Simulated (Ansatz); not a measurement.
C₉H₁₄IN⁻, that is N-butylpyridinium iodide with one electron more, relaxed as a doublet with UKS PBE0-D4/def2-SVP in Ansatz, starting from the PBE0-D4/def2-SVP geometry of the neutral singlet. Force threshold 0.03 eV/Å.

In the def2 sets I takes a core potential; there is no spin–orbit coupling. In the doublet geometry the species has come apart into loosely held pieces.

Start:

```xyz
25

C     2.680   -0.121    2.738
C     1.738   -0.975    1.905
C     1.033   -0.179    0.815
C     0.112   -1.056   -0.021
N    -0.720   -0.291   -0.952
C    -2.055   -0.180   -0.719
C    -2.855    0.505   -1.662
C    -2.266    1.183   -2.697
C    -0.854    1.178   -2.818
C    -0.121    0.436   -1.935
H     3.471    0.327    2.115
H     3.170   -0.714    3.525
H     2.136    0.703    3.227
H     2.295   -1.817    1.455
H     0.975   -1.429    2.562
H     1.785    0.304    0.166
H     0.424    0.624    1.265
H     0.682   -1.801   -0.600
H    -0.574   -1.604    0.639
H    -2.482   -0.893   -0.021
H    -3.934    0.505   -1.510
H    -2.878    1.727   -3.420
H    -0.347    1.731   -3.608
H     0.966    0.364   -1.985
I    -2.382    1.471    1.536
```

Estimate the energy that the relaxation releases and the steps that it takes.

108.2 kJ/mol, in 26 steps; 5.5 min on 4 threads of Arm Neoverse V2 on a shared host. The force fell under the threshold at step 25, but the optimiser went on. No frequencies were taken in this run, so the end may be a saddle point.

Does the start keep its bonding?

Bonds lost: C6–I25 (atoms count from 1). The end holds 2 separate pieces.

Predict the relaxed structure.


```tsv
atom	x (Å)	y (Å)	z (Å)
C1	2.501	0.123	2.773
C2	1.710	-0.805	1.867
C3	0.916	-0.064	0.803
C4	0.065	-1.006	-0.037
N5	-0.716	-0.331	-1.050
C6	-1.950	0.215	-0.719
C7	-2.635	0.989	-1.609
C8	-2.105	1.281	-2.901
C9	-0.829	0.745	-3.197
C10	-0.158	-0.026	-2.287
H11	3.212	0.746	2.203
H12	3.077	-0.436	3.528
H13	1.819	0.800	3.312
H14	2.390	-1.534	1.386
H15	0.993	-1.382	2.477
H16	1.587	0.524	0.147
H17	0.232	0.644	1.301
H18	0.698	-1.762	-0.537
H19	-0.629	-1.533	0.641
H20	-2.307	-0.022	0.291
H21	-3.606	1.383	-1.300
H22	-2.644	1.903	-3.616
H23	-0.352	0.934	-4.163
H24	0.825	-0.460	-2.480
I25	-2.095	-0.926	3.167
```
Bond lengths: 7 × C–C 1.36 to 1.52 Å; 3 × C–N 1.39 to 1.45 Å; 14 × C–H 1.09 to 1.11 Å.
